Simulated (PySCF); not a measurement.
# How methods differ on the ionisation energy of Tc²⁺

Tc²⁺ [Kr] 4d5 (6S) → Tc³⁺ [Kr] 4d4 (5D), as a difference of total energies. Calculation: PySCF 2.14, in x2c-TZVPPall (8s6p6d2f1g, 79 functions); the spin-free X2C one-electron Hamiltonian (Gaussian nucleus). Correlated levels: valence: [Kr] frozen; valence and next inner shell: [Ar] 3d10 frozen. The calculations carry no spin-orbit coupling.

Problem. Order these methods by the ionisation energy they give, lowest first.
A. r2SCAN
B. UHF
C. BHandHLYP
D. r2SCAN0

Solution. B (28.797 eV), C (29.542 eV), D (29.948 eV), A (29.989 eV).

A first-order spin-orbit estimate (lowest level to lowest level, LS coupling) adds -0.184 eV.

Errors of the correlated levels include the incompleteness of this basis and the frozen core.

For comparison: 29.55 eV (semi-empirical (NIST evaluation); NIST Atomic Spectra Database, ionization energies).
